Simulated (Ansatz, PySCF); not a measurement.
This Ansatz (a program for electronic structure) input computes a CCSD(T)/cc-pVDZ energy:

Ansatz 0.2 input:
```yaml
crystal:
  periodic: [false, false, false]
  atoms:
    - {symbol: B, position_ang: [0.01827732, -0.01967071, 0.02476731]}
    - {symbol: F, position_ang: [1.23929023, -0.49341957, -0.23190531]}
    - {symbol: F, position_ang: [-0.51025756, -0.29119197, 1.21980641]}
    - {symbol: N, position_ang: [-0.67924097, 0.73102389, -0.92042913]}
    - {symbol: H, position_ang: [-1.59871957, 1.09644554, -0.74685486]}
    - {symbol: H, position_ang: [-0.29927426, 0.94624460, -1.82508776]}
basis:
  gaussian:
    orbitals: cc-pVDZ
magnetization: {spin_polarized: false}
correlation: {method: ccsd_t, electrons: outside_noble_gas}
```

Q: Write an input for the same energy in PySCF and say what it gives.

A: 
```python
from pyscf import gto, scf, mp, cc as ccmod

mol = gto.M(
    atom='''
    B     0.01827732   -0.01967071    0.02476731
    F     1.23929023   -0.49341957   -0.23190531
    F    -0.51025756   -0.29119197    1.21980641
    N    -0.67924097    0.73102389   -0.92042913
    H    -1.59871957    1.09644554   -0.74685486
    H    -0.29927426    0.94624460   -1.82508776
    ''',
    basis='cc-pvdz',
    charge=0,
    spin=0,
    verbose=4,
)

mf = scf.RHF(mol)
mf.conv_tol = 1e-10
mf.max_cycle = 100
mf.kernel()
mp2 = mp.MP2(mf, frozen=4).run()
cc = ccmod.CCSD(mf, frozen=4)
cc.max_cycle = 100
cc.kernel()
et = cc.ccsd_t()
print(f'E(CCSD(T)) = {cc.e_tot + et:.9f}')
```
It gives -280.01842 Eh, and Ansatz -280.01841 Eh, a difference of 0.01 mEh.
